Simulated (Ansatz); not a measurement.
Species: CH$_{3}$BO$_{2}$, SMILES `O=BCO` (charge 0, multiplicity 1), formula CH3BO2.

**Question.** How many basis functions does frozen-core CCSD(T)/cc-pVTZ // B3LYP-D3(BJ)/def2-TZVP (Ansatz, a first-principles code) use, how many core orbitals are frozen, and how many electrons are correlated?

**Answer.** 162 basis functions and 4 frozen orbitals, which leaves 22 correlated electrons. Core time is of the order of seconds.
